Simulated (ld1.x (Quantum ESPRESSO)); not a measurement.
**Ranking TM semilocal potentials for Sc (Z = 21)**

All share these settings but for the change named:

* Element: scandium (Sc)
* Generator: ld1.x (Quantum ESPRESSO) 7.5
* Type: norm-conserving Troullier–Martins (semilocal form)
* Functional: PBEsol
* Relativity: scalar-relativistic
* Frozen core: [Ar]
* Valence charge: 3
* Reference configuration: 3d1 4s1 4p1
* Partial waves: 4p (bound): rc 3.20 bohr; 3d (bound): rc 2.45 bohr; 4s (bound): rc 3.40 bohr
* Local potential: the s channel
* Core correction: a·sin(br)/r model core inside 2.05 bohr

Cutoff: the first of the cutoffs (Ry, on a coarse ladder) from which the occupation-weighted sum of valence levels, in a spherical-Bessel basis at the reference potential, stays within 10 and 1 mRy of its value at 400 Ry; the density cutoff is not measured.

The base gives 35 Ry.

Of 11 variants that were run, those that failed, showed a ghost or another fault, or gave nearly equal values are left out.

A variant can come out equal or close to the base.

Problem. Rank these variants from softest to hardest (loose cutoff).
A. wave 3d (bound): rc 2.45 bohr becomes 3d (bound): rc 3.46 bohr
B. wave 4s (bound): rc 3.40 bohr becomes 4s (bound): rc 2.84 bohr
C. all radii but the core radius scaled by about 1.21 (s 4.10, p 3.86, d 2.96 bohr)

Solution. A (18 Ry), C (25 Ry), B (35 Ry).
